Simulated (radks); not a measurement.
Spherical jellium clusters: N electrons in a uniform positive sphere of charge N and radius rs N^(1/3), rs = 2.32 bohr. Calculated with a radial shooting solver with Libxc functionals: non-relativistic Kohn-Sham, LDA (Slater exchange, Perdew-Wang correlation), spin-polarised, spherical densities. Levels are named by radial order and angular momentum (1s, 1p, 1d, 2s, ...), and open shells are averaged over m.

N = 12, configuration 1s2 1p6 1d(up 4, down 0). This is the lowest configuration that the search found. Occupied and some empty levels:

| level | occupation | eigenvalue (eV) | <r> (bohr) |
|---|---|---|---|
| 1s up | 1 | -9.7962 | 3.400 |
| 1s down | 1 | -9.2473 | 3.291 |
| 1p up | 3 | -6.7593 | 4.280 |
| 1p down | 3 | -6.0194 | 4.250 |
| 1d up | 4 | -3.3934 | 5.158 |
| 2s up | 0 | -2.8731 | 5.316 |
| 1d down | 0 | -2.6265 | 5.259 |
| 2s down | 0 | -2.4157 | 5.512 |
| 2p up | 0 | -0.66809 | 8.508 |
| 2p down | 0 | -0.41054 | 9.451 |
| 1f up | 0 | -0.18607 | 6.943 |

Energy (eV): total -8.29375, kinetic 53.838, external -838.89, Hartree 399.93, exchange-correlation -65.810, background 442.64.

Electron density:

| r (bohr) | n(r) (e/bohr^3) |
|---|---|
| 0.657 | 0.01292 |
| 1.36 | 0.01556 |
| 2.07 | 0.01860 |
| 2.77 | 0.02027 |
| 3.48 | 0.01914 |
| 4.18 | 0.01506 |
| 4.89 | 0.009647 |
| 5.59 | 0.005109 |
| 6.30 | 0.002401 |
| 7.00 | 0.001062 |
| 7.71 | 0.0004551 |
| 8.41 | 0.0001919 |
| 9.12 | 0.00008042 |
